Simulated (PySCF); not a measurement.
**InGa⁺ from Hartree–Fock to correlated methods**

State: ²Σ⁺ (doublet), unpaired electrons σ ↑. Set-up: basis In def2-SVPD with ECP28, Ga def2-SVPD; scalar-relativistic core potentials; PySCF 2.14. De refers to In⁺ + Ga in their high-spin ground configurations, without counterpoise correction. The functionals are run spin-unrestricted. A positive dipole points towards Ga; it is taken about the centre of mass and depends on that origin.

```tsv
Level	Re (Å)	ωe (cm⁻¹)	De (eV)	μ (D)
UHF	3.494	79.7	0.95	1.24
UHF-MP2	3.386	84.8	1.08	n/a
UHF-SCS-MP2	3.418	82.2	1.03	n/a
UHF-CCSD	3.405	84.5	1.06	n/a
UHF-CCSD(T)	3.391	85.5	1.09	n/a
LDA	3.340	83.5	1.57	1.42
PBE	3.470	75.1	1.37	1.36
r²SCAN	3.418	78.8	1.35	1.32
M06-L	3.506	72.6	1.38	1.40
PBE0	3.408	81.8	1.30	1.32
M06	3.452	80.5	1.39	1.37
```

Which functional lies closest to UHF-CCSD(T) in De, which farthest, and by how much do they differ from it?

Closest is PBE0 (+1.7 pm in Re, -4.3 % in ωe, +0.21 eV in De against UHF-CCSD(T) in the same basis), farthest LDA (-5.1 pm in Re, -2.3 % in ωe, +0.48 eV in De). CCSD(T) converges more slowly with the basis than the functionals do and binds too weakly in this one, so the order can change at the basis-set limit.

What does a quarter of exact exchange do here, going from PBE to PBE0?

PBE0 less PBE: -6.2 pm in Re, +8.9 % in ωe, -0.07 eV in De. Exact exchange removes part of the self-interaction that spreads semilocal densities, and in most molecules shortens and stiffens the bond and lowers De; so it does here.

What does the step from GGA to meta-GGA do here, going from PBE to r²SCAN?

r²SCAN less PBE: -5.2 pm in Re, +4.9 % in ωe, -0.02 eV in De. 

Correlated steps freeze 13 core orbitals. Correlated levels converge slowly with the basis: in double zeta they bind strong bonds too weakly, by up to about 1 eV, and carry superposition errors of some tenths. Spin–orbit coupling is left out, which matters for elements this heavy, above all for dissociation energies. For an ion De counts to the pair picked by the measured ionisation energies or electron affinities, which need not be the lowest pair at this level. The state is the lowest determinant that a PBE0 search found; another state may lie lower at other levels.
